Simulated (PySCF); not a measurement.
# Fractional electron number in F⁺ (fluorine, charge +1)

The 2p beta orbital of [He] 2s2 2p4 is emptied in steps (occupation f), with all orbitals relaxed, ending at [He] 2s2 2p3. Computed with PySCF 2.14 in aug-cc-pVDZ, with the non-relativistic Hamiltonian (point nucleus). The exact energy is a straight line in f; departures are measured from the line between the end points of the same method.

| f | UHF (eV) | LDA (eV) | PBE (eV) | PBE0 (eV) | r2SCAN (eV) | LC-wPBE (eV) | BHandHLYP (eV) | wB97X (eV) | B3LYP (eV) | BLYP (eV) |
| --- | --- | --- | --- | --- | --- | --- | --- | --- | --- | --- |
| 1 | 0.000 | 0.000 | 0.000 | 0.000 | 0.000 | 0.000 | 0.000 | 0.000 | 0.000 | 0.000 |
| 0.75 | 0.399 | -1.715 | -1.690 | -1.169 | -1.498 | -0.676 | -0.676 | -0.664 | -1.294 | -1.706 |
| 0.5 | 0.508 | -2.294 | -2.252 | -1.556 | -1.976 | -0.895 | -0.911 | -0.875 | -1.730 | -2.281 |
| 0.25 | 0.365 | -1.722 | -1.681 | -1.160 | -1.464 | -0.660 | -0.690 | -0.642 | -1.297 | -1.711 |
| 0 | 0.000 | 0.000 | 0.000 | 0.000 | 0.000 | 0.000 | 0.000 | 0.000 | 0.000 | 0.000 |

```
   method  E(f=0) − E(f=1) (eV)  −ε at f=1 (eV)  −ε at f=0.5 (eV)
      UHF                33.353          35.583            33.264
      LDA                35.292          26.192            35.272
      PBE                35.438          26.449            35.458
     PBE0                35.255          29.023            35.279
   r2SCAN                35.102          27.046            35.197
  LC-wPBE                35.559          31.950            35.600
BHandHLYP                35.197          31.630            35.160
    wB97X                35.098          31.547            35.153
    B3LYP                35.579          28.703            35.570
     BLYP                35.553          26.495            35.539
```

Orbital energy along the path (eV):

| f | UHF | LDA | PBE | PBE0 | r2SCAN | LC-wPBE | BHandHLYP | wB97X | B3LYP | BLYP |
| --- | --- | --- | --- | --- | --- | --- | --- | --- | --- | --- |
| 1 | -35.583 | -26.192 | -26.449 | -29.023 | -27.046 | -31.950 | -31.630 | -31.547 | -28.703 | -26.495 |
| 0.75 | -34.342 | -30.689 | -30.924 | -32.139 | -31.165 | -33.766 | -33.365 | -33.346 | -32.111 | -30.977 |
| 0.5 | -33.264 | -35.272 | -35.458 | -35.279 | -35.197 | -35.600 | -35.160 | -35.153 | -35.570 | -35.539 |
| 0.25 | -32.318 | -39.889 | -39.971 | -38.388 | -39.081 | -37.376 | -37.008 | -36.893 | -39.047 | -40.130 |
| 0 | -31.481 | -44.449 | -44.300 | -41.360 | -42.808 | -38.978 | -38.917 | -38.352 | -42.471 | -44.630 |

Reference removal energy between the ground levels: 34.971 eV (measured; NIST Atomic Spectra Database, ionization energies). The calculation has no spin-orbit coupling. UHF lacks correlation.
